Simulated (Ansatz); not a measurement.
A relaxation, step by step

SiNH₇SO, closed shell, PBE0-D4/def2-TZVP (Ansatz 0.2.0). Settings:

```yaml
hamiltonian: {xc: pbe0, dispersion: d4}
relax: {f_tol: 0.005, max_steps: 200}
```

Start, a step off a saddle point along its unstable mode:

Si1  (-0.647, 0.187, 0.010)
S2  (-0.089, -1.198, 1.937)
H3  (-1.641, -0.631, -0.768)
H4  (-1.441, 1.045, 0.882)
N5  (0.203, 1.423, -0.839)
H6  (0.741, -1.422, 0.276)
O7  (0.789, -1.086, -0.560)
H8  (0.794, -0.307, 2.428)
H9  (0.934, 1.324, -1.525)
H10  (-0.032, 2.388, -0.662)
H11  (0.389, -1.722, -1.177)
(Å)

```
               step  energy less the last (meV)  largest force component (eV/Å)
                  1                      1335.8                           6.349
                  2                       753.5                           0.589
                  3                       551.1                           0.728
                  4                       324.3                           1.275
                  5                       145.9                           0.893
                  6                       113.1                           0.698
                  7                        78.6                           0.879
                  8                        45.2                           0.138
                  9                        35.6                           0.130
10 (rejected trial)                        40.1                           0.884
                 11                        24.4                           0.096
                 12                        19.3                           0.327
                 13                        13.5                           0.264
14 (rejected trial)                        18.6                           0.562
                 15                        10.4                           0.144
                 16                         5.3                           0.191
                 17                         3.5                           0.197
                 18                         2.9                           0.279
                 19                         1.8                           0.189
                 20                         1.0                           0.141
                 21                         0.5                           0.109
                 22                         0.1                           0.039
                 23                         0.1                           0.033
                 24                         0.0                           0.012
25 (rejected trial)                         0.0                           0.012
                 26                         0.0                           0.004
```

Step 8, positions (Å) and forces (eV/Å):

```
atom       x       y       z      Fx      Fy      Fz
 Si1  -0.989   0.446   0.367  -0.095  -0.024   0.071
  S2  -0.173  -0.815   1.912   0.085   0.014   0.035
  H3  -1.785  -0.559  -0.378  -0.005   0.002  -0.069
  H4  -1.875   1.460   0.994   0.036   0.014  -0.044
  N5   0.127   1.291  -0.583  -0.020   0.138  -0.059
  H6   1.255  -1.632  -0.294  -0.088  -0.032   0.025
  O7   1.307  -1.483  -1.244   0.031   0.116  -0.097
  H8   0.480   0.180   2.540   0.008  -0.071  -0.028
  H9   0.815   0.833  -1.161  -0.024  -0.046   0.074
 H10   0.230   2.289  -0.513   0.037  -0.082  -0.024
 H11   0.607  -2.010  -1.639   0.035  -0.029   0.115
```

Step 16, positions (Å) and forces (eV/Å):

| atom | x | y | z | Fx | Fy | Fz |
| --- | --- | --- | --- | --- | --- | --- |
| Si1 | -1.088 | 0.510 | 0.376 | -0.017 | -0.014 | -0.014 |
| S2 | -0.222 | -0.892 | 1.787 | -0.014 | 0.027 | 0.014 |
| H3 | -2.027 | -0.395 | -0.337 | 0.036 | 0.052 | 0.025 |
| H4 | -1.812 | 1.580 | 1.110 | 0.034 | -0.044 | -0.021 |
| N5 | 0.012 | 1.272 | -0.669 | -0.057 | -0.009 | -0.002 |
| H6 | 1.133 | -1.470 | -0.205 | 0.053 | 0.013 | -0.191 |
| O7 | 1.389 | -1.377 | -1.139 | -0.092 | -0.065 | 0.141 |
| H8 | 0.609 | -0.004 | 2.360 | -0.007 | -0.012 | -0.015 |
| H9 | 0.660 | 0.712 | -1.208 | -0.001 | 0.009 | 0.028 |
| H10 | 0.330 | 2.209 | -0.494 | 0.019 | -0.016 | -0.009 |
| H11 | 1.016 | -2.145 | -1.581 | 0.046 | 0.059 | 0.043 |

Step 19, positions (Å) and forces (eV/Å):

| atom | x | y | z | Fx | Fy | Fz |
| --- | --- | --- | --- | --- | --- | --- |
| Si1 | -1.111 | 0.531 | 0.388 | -0.023 | 0.007 | -0.015 |
| S2 | -0.256 | -0.900 | 1.776 | 0.006 | 0.007 | 0.004 |
| H3 | -2.100 | -0.334 | -0.303 | 0.031 | 0.027 | 0.019 |
| H4 | -1.776 | 1.618 | 1.148 | 0.018 | -0.023 | -0.016 |
| N5 | -0.018 | 1.262 | -0.686 | -0.054 | 0.000 | 0.016 |
| H6 | 1.119 | -1.477 | -0.212 | 0.038 | 0.049 | -0.131 |
| O7 | 1.393 | -1.349 | -1.135 | -0.080 | -0.189 | 0.068 |
| H8 | 0.613 | -0.036 | 2.329 | -0.008 | -0.007 | -0.004 |
| H9 | 0.609 | 0.680 | -1.227 | 0.011 | 0.002 | 0.012 |
| H10 | 0.348 | 2.180 | -0.500 | 0.015 | -0.016 | -0.009 |
| H11 | 1.178 | -2.176 | -1.579 | 0.047 | 0.144 | 0.056 |

Last step (26):

```csv
atom,x (Å),y (Å),z (Å)
Si1,-1.1319,0.5500,0.3997
S2,-0.2825,-0.9120,1.7581
H3,-2.1635,-0.2796,-0.2671
H4,-1.7391,1.6539,1.1813
N5,-0.0492,1.2477,-0.7080
H6,1.1111,-1.4625,-0.2236
O7,1.4264,-1.3349,-1.1302
H8,0.6046,-0.0687,2.3130
H9,0.5613,0.6414,-1.2419
H10,0.3685,2.1415,-0.5106
H11,1.2941,-2.1767,-1.5709
```

The run took about 51 s on 4 CPU threads of an AMD EPYC 9R14 (shared host).
